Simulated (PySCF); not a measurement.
How methods differ on the ionisation energy of Bi⁶⁹⁺

Bi⁶⁹⁺ [Ne] 3s2 3p2 (3P) → Bi⁷⁰⁺ [Ne] 3s2 3p1 (2P), as a difference of total energies. Calculation: PySCF 2.14, in an even-tempered Gaussian basis (19 s from 21 bohr⁻², ratio 2.2; 14 p from 28 bohr⁻², ratio 2.2; 5 d from 110 bohr⁻², ratio 2.4; 4 f from 160 bohr⁻², ratio 2.4; 4 g from 240 bohr⁻², ratio 2.4); scalar relativity by spin-free X2C-1e. Correlated levels: outer shells: 1s2 frozen; virtual orbitals above 40 to 60 times the deepest correlated orbital energy dropped. The calculations carry no spin-orbit coupling.

| method | ionisation energy (eV) |
| --- | --- |
| UHF | 8371.0 |
| LDA | 8371.5 |
| PBE | 8373.1 |
| PBE0 | 8372.9 |
| r2SCAN | 8374.0 |
| PBEsol | 8372.0 |
| r2SCAN0 | 8373.6 |
| MP2 (outer shells) | 8371.8 |
| SCS-MP2 (outer shells) | 8371.6 |

Spin-orbit coupling is strong in these open shells (close to jj coupling). The scalar numbers leave it out and a first-order estimate fails, so it can dominate the gap to the real levels.

Breit and QED terms and the two-electron picture change are absent.

For comparison: 8780 ± 50 eV (theoretical estimate listed by NIST; NIST Atomic Spectra Database, ionization energies).
